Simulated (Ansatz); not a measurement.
Molecule: sum formula NbOF (charge 0, triplet). The spin state was set by rule; other spins were not relaxed. 
Structure (B3LYP-D3(BJ)/def2-TZVP (Ansatz, an electronic-structure program) minimum search):
```
Nb
O 1 1.6976
F 1 1.9020 2 117.51
```
Charge 0, spin multiplicity 3.

Basis-set convergence of Hartree-Fock and MP2 correlation energies (hartree) with Ansatz. Cores are frozen in the correlated levels unless marked. UHF or UKS for open shells. No spin-orbit coupling. Frozen are the shells of the preceding noble gas and the d and f shells that filled before the atom's block. In def2 rows, elements after Kr have scalar-relativistic effective core potentials.

```csv
basis,functions,E(HF),"E(corr, MP2)"
def2-SVPD,80,-230.59876,-0.52787
def2-TZVPPD,136,(withheld),(withheld)
```

Problem. Some entries are withheld; supply them.

Solution. 
- def2-TZVPPD, E(HF): -230.82817
- def2-TZVPPD, E(corr, MP2): -0.64408
